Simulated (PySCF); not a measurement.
**ZnI: frontier orbitals**

PW91 at R = 2.520 Å; basis Zn def2-TZVPP, I def2-TZVPP with ECP28; scalar-relativistic core potentials; PySCF 2.14. State: ²Σ⁺ (doublet), unpaired electrons σ ↑. Only the outer orbitals are listed, counted within each symmetry, core potentials removing the inner ones.

```tsv
spin	orbital	occ.	ε (eV)	on Zn (%)	main shells (%)
α	11σ	1	-8.62	46	52 I p, 43 Zn s
α	6π	1	-6.52	5	95 I p
α	6π	1	-6.52	5	95 I p
α	12σ	1	-5.51	71	51 Zn s, 29 I p, 19 Zn p
α	7π	0	-1.82	95	94 Zn p
α	7π	0	-1.82	95	94 Zn p
α	13σ	0	-0.19	98	90 Zn p
β	11σ	1	-8.26	44	54 I p, 38 Zn s
β	6π	1	-6.44	4	96 I p
β	6π	1	-6.44	4	96 I p
β	12σ	0	-4.55	73	61 Zn s, 26 I p, 12 Zn p
β	7π	0	-1.30	95	95 Zn p
β	7π	0	-1.30	95	95 Zn p
```

Which are the highest filled and the lowest empty level, where do they sit, and how wide is the gap?

Highest filled α 12σ at -5.51 eV (in %: 51 Zn s, 29 I p, 19 Zn p); lowest empty β 12σ at -4.55 eV (in %: 61 Zn s, 26 I p, 12 Zn p); the gap at PW91 is 0.96 eV.

The bond order (Mayer) is 1.10. The ⟨S²⟩ is 0.752. The charge on Zn (Mulliken, basis-dependent) is 0.21. The charge on Zn (Löwdin, basis-dependent) is -0.06 and the dipole moment (positive dipole means Zn(−)I(+)) is -2.01 D.

Spin–orbit coupling is left out. The state is the lowest determinant that a PBE0 search found; another state may lie lower at other levels.
